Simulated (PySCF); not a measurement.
```xyz
6
charge 0 multiplicity 3, angstrom
W     0.0395    0.0067    0.0000
O     1.7293   -0.0881    0.0000
O    -1.0309    1.5863    0.0000
O    -0.9838   -1.6204    0.0000
H    -0.8309    2.5218    0.0000
H    -1.9402   -1.6729    0.0000
```

These are results of UPBE0 in PySCF with W def2-TZVP with ECP60, O def2-TZVP, H def2-TZVP; scalar-relativistic core potentials, no spin–orbit coupling; density-fitted integrals, not measurements.

This geometry of WO(OH)2 is a stationary point at this level.

Question: What is the point group?

Answer: Cs.

Question: Is it a minimum?

Answer: No: it has 2 imaginary modes, at 427i cm⁻¹ (a''), 186i cm⁻¹ (a'').

Question: List the harmonic modes with their infrared intensities.

Answer: 
```csv
symmetry,ω (cm⁻¹),IR (km/mol)
a'',427i,–
a'',186i,–
a'',158,9.9
a',161,30.5
a',173,5.1
a',507,194
a',547,193
a',675,110
a',705,62.7
a',1044,160
a',3930,203
a',3947,191
```

Only a few start shapes were tried, so a lower isomer may exist. Other spin states or occupations of the open shell can lie lower. At this level a singlet minimum of Cs symmetry lies 45 kJ/mol below this structure. No spin–orbit coupling is included, which matters more the heavier the element.
